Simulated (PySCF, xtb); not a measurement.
GeF2ClBr, SMILES [F][Ge]([Cl])([Br])[F].

Harmonic wavenumbers (cm⁻¹) from GFN2-xTB run with xtb at its own minimum, in rising order: 91, 117, 130, 161, 176, 276, 390, 462, 470.

Task: What does PBE-D3(BJ)/def2-SVP in PySCF give at its own minimum? (The exact figures need the calculation; the answer reports its results.)

Result: 110, 145, 176, 208, 225, 321, 444, 706, 733. Paired by order, the mean absolute difference is 88 cm⁻¹ and the zero-point energies are 3.2 and 4.4 kcal/mol.
